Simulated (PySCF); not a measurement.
The vertical singlet excitations below were computed for one of the candidates. Theory: TDDFT PBE0/def2-SVPD, vertical, gas phase, core orbitals frozen in the response in PySCF 2.14.0, density-fitted response routines. Geometries: GFN2-xTB, one conformer each.

| state | λ (nm) | f |
| --- | --- | --- |
| S1 | 178.5 | 0.0047 |
| S2 | 168.8 | 0.016 |
| S3 | 163.5 | 0.018 |
| S4 | 160.9 | 0.026 |
| S5 | 157.6 | 0.010 |
| S6 | 157.2 | 0.025 |
| S7 | 153.8 | 0.0064 |
| S8 | 152.6 | 0.037 |

Triplets computed (Tamm–Dancoff): 6.72, 7.13, 7.38 eV.

Orbital energies (eV): HOMO-3 -9.60, HOMO-2 -9.00, HOMO-1 -8.31, HOMO -7.77, LUMO 0.44, LUMO+1 0.73, LUMO+2 1.12.

Problem. Which structure fits? All have the formula C3H8O2Si.
A. `[SiH3]OC1COC1`
B. `[SiH3]O[C@@H]1CCO1`
C. `C=CO[Si@H](C)O`

Solution. B. Its S1, at 6.95 eV, is the highest among the candidates; the nearest of the others has S1 at 6.41 eV. S1 is HOMO→LUMO (92%). Löwdin shares by element: HOMO oxygen 51%, carbon 19% or more (atoms not listed hold the other 30%); LUMO silicon 32%, hydrogen 19% or more, oxygen 9% or more (atoms not listed hold the other 40%). At the same level the other candidates give, for their lowest levels:
- `[SiH3]OC1COC1`: 193 nm (f 0.006); 182 nm (f 0.002); 178 nm (f 0.005); 169 nm (f 0.019); 167 nm (f 0.001); T1 6.21 eV; HOMO -7.43, LUMO -0.02 eV
- `C=CO[Si@H](C)O`: 195 nm (f 0.007); 187 nm (f 0.024); 181 nm (f 0.101); 172 nm (f 0.119); 167 nm (f 0.008); T1 4.40 eV; HOMO -6.96, LUMO 0.23 eV

Conformer computed: `[SiH3:1][O:2][C@@H:3]1[CH2:4][CH2:5][O:6]1`: Si1–O2–C3–C4 92°.
